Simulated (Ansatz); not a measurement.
Computed with Ansatz on PBE0-D4/def2-TZVP structures; ΔE is electronic, products minus reactants. CCSD(T)/CBS is the MP2 limit (def2-TZVPP, def2-QZVPP) plus CCSD(T) − MP2 in def2-TZVPP, frozen cores. DFT in def2-TZVPP. def2 core potentials past Kr. For Br, Hf, In outer-core shells are correlated without core-valence functions, which leaves a few kJ/mol of doubt a bond. Scalar relativity is left out up to krypton. One conformer a species, not always the lowest.

Consider the redistribution: `[OH][In]([OH])[Br]` + `[OH][Hf]([F])([F])[SH]` → `[OH][In]([OH])[SH]` + `[OH][Hf]([F])([F])[Br]`.

`[OH][In]([OH])[Br]`:

```xyz
6

O     1.131   -0.601   -1.088
In   -0.089    0.318    0.159
O    -1.497   -0.745    1.021
Br    0.131    2.703    0.631
H     1.788   -0.011   -1.465
H    -1.464   -1.665    0.741
```

`[OH][Hf]([F])([F])[SH]`:

Cartesian coordinates in Å:
```
O 0.481 0.639 1.293
Hf -0.098 0.371 -0.497
F -1.682 1.355 -0.874
F 1.220 0.939 -1.746
S -0.531 -2.028 -0.788
H 0.777 0.993 2.126
H -0.168 -2.269 0.486
```

`[OH][In]([OH])[SH]`:

Z-matrix (Å, degrees):
```
In
O 1 1.973
S 1 2.362 2 120.3
O 1 1.978 2 114.0 3 -180.0
H 2 0.961 1 111.7 3 -180.0
H 3 1.345 1 92.0 2 -0.0
H 4 0.960 1 113.7 2 -179.9
```

`[OH][Hf]([F])([F])[Br]`:

```xyz
6

O     0.712   -1.229   -0.338
Hf   -0.127    0.394    0.152
F    -0.187    0.523    2.045
F     0.896    1.852   -0.505
Br   -2.455    0.497   -0.784
H     1.160   -2.037   -0.570
```

Problem. Is it downhill or uphill in electronic energy at CCSD(T)/CBS, and by how much? (Estimate.)

Solution. Ansatz gave: Downhill: ΔE = -30.3 kJ/mol.

Problem. What do these levels give: r2SCAN-D4, ωB97M-V, B2PLYP, r2SCAN, PBE0, MP2/CBS(def2)? (Estimate.)

Solution. Ansatz gave: r2SCAN-D4 -29.5, ωB97M-V -30.0, B2PLYP -30.4, r2SCAN -29.5, PBE0 -28.8, MP2/CBS(def2) -32.4 kJ/mol.

Largest T1 diagnostic among the species: 0.016.
